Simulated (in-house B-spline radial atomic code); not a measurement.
Tc. Computed with a B-spline radial atomic code. Model: non-relativistic spherical atom: semilocal Troullier-Martins pseudo-atom, one channel per l, against all electrons, high spin, G0W0 and RPA with empty states to l = 8, local potential for every l without a channel, a model core (radius 0 = none) keeps its share of the functional.

Without relativity these are model numbers for so heavy an element.

What the tables leave out is listed at the end.

The pseudopotential gives back the lowest level of each angular momentum of its own functional in the configuration it was made in; a second state of the same l is only approximately right. Exact exchange, RPA and GW see the smooth pseudo-orbitals and miss the exchange with the core, for which the functional's share stands in. The column with an uncorrelated core keeps all orbitals and exact exchange, and so separates missing core correlation from pseudisation. Only the three outermost levels and the lowest empty one were computed. RPA here is direct RPA, with no exchange kernel, and its energies carry an (l + 1/2)⁻⁴ tail. A hybrid on a potential with a model core restores only its own semilocal share of the core's exchange.

Command:
```bash
python run_psgw.py task.json out
```
Settings (lengths in bohr, energies in hartree):
```
Z                      43
electrons              43
configuration          [Kr] 4d5 5s2
generated_in           [Kr] 4d5 5s2
functional             pbe,pbe
core_shells            6
radius_factor          1.15
core_correction        True
ion_configuration      [Kr] 4d5 5s1
```

Time taken, with all properties: 78 s on 1 thread of Arm Neoverse N1, with other jobs on the host.

Given: made with PBE; model core radius 0.713 bohr; local radius 1.176 bohr; mean-field start PBE0.

Valence shells of the generating configuration: 4s, 4p, 4d, 5s.

Channel: s 1.13, p 1.185, d 1.436 (radii in bohr).

Computed: largest level miss in the spin-unpolarised generating configuration 0.072 eV; all-electron RPA polarisability, core included 60.738 bohr³; pseudo-atom RPA polarisability 60.22 bohr³; ionisation by mean-field all-electron 6.4799 eV; ionisation by mean-field pseudo minus all 0.04 eV; ionisation by RPA all-electron 7.0238 eV; ionisation by RPA pseudo minus all 0.033 eV.

| level | occupied | mean-field all-electron (eV) | mean-field pseudo minus all (eV) | G0W0 all-electron (eV) | G0W0 uncorrelated core minus all (eV) | G0W0 pseudo minus all (eV) | exchange self-energy all-electron (eV) | exchange self-energy pseudo (eV) |
| --- | --- | --- | --- | --- | --- | --- | --- | --- |
| 5s down | 1 | -4.6692 | -0.033 | -6.9081 | 0.023 | -0.035 | -7.9152 | -7.4485 |
| 5s up | 1 | -5.8698 | -0.042 | -8.1747 | 0.029 | -0.035 | -10.584 | -9.9454 |
| 4d down (empty) | 0 | -3.263 | -0.071 | -1.139 | 0.062 | -0.093 | -9.4781 | -7.0361 |

Problem. What is the valence RPA correlation energy pseudo?

Solution. -0.82883 hartree.

Problem. What is the valence RPA correlation energy all-electron orbitals?

Solution. -0.79845 hartree.

Among the listed levels the largest G0W0 shift of the pseudo-atom is -0.09 eV, for 4d down (empty) on the PBE0 start, while leaving the core uncorrelated moves that level by +0.06 eV. The rest, -0.15 eV, comes from pseudisation and the lost core exchange. Not in the tables (levels of low weight, unsolved or above zero; the highest and the empty levels are kept at any weight): the PBE start was refused, since an empty level lay at or below an occupied one; on PBE0 the G0W0 levels 4d up (pseudo minus all -0.16 eV, weights 0.64 and 0.67); no Hartree-Fock pseudo-atom is run with a model core.
